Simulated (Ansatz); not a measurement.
Relaxation of ClFGaHS (5 atoms, charge 0, multiplicity 1), to a largest force component of 0.015 eV/Å in at most 40 steps.

Level of theory: Ansatz 0.2.0, RKS B3LYP-D4/def2-SVP.

```xyz
5
Properties=species:S:1:pos:R:3
F -0.395 -1.351 1.230
Ga -0.648 -0.274 0.005
S 0.564 1.278 -0.093
Cl -1.245 -0.224 -1.152
H 1.774 0.498 -0.032
```

Where does it end, and by what steps?

It converged. After 10 steps the energy has fallen by 27.641 eV; Cl4 moved furthest, 0.97 Å. The start is strongly strained (largest force component 102 eV/Å), so its close contacts needn't be bonds. Parted: S3–Cl4.

```
step  energy less start (eV)  largest force component (eV/Å)  accepted
   0                  0.0000                         102.172       yes
   1                -20.7027                          24.405       yes
   2                -25.4638                           9.390       yes
   3                -27.0636                           2.586       yes
   4                -27.4449                           0.528       yes
   5                -27.5323                           0.409       yes
   6                -27.5587                           0.760       yes
   7                -27.6048                           0.521       yes
   8                -27.6377                           0.178       yes
   9                -27.6404                           0.055       yes
  10                -27.6409                           0.009       yes
```

```xyz
5
Properties=species:S:1:pos:R:3
F -0.253 -1.465 1.135
Ga -0.435 -0.267 -0.129
S 1.092 1.285 -0.361
Cl -2.170 -0.428 -1.365
H 1.815 0.802 0.679
```

The run took 49 s on 1 thread of Arm Neoverse V1 (shared host), peak memory 0.19 GiB.
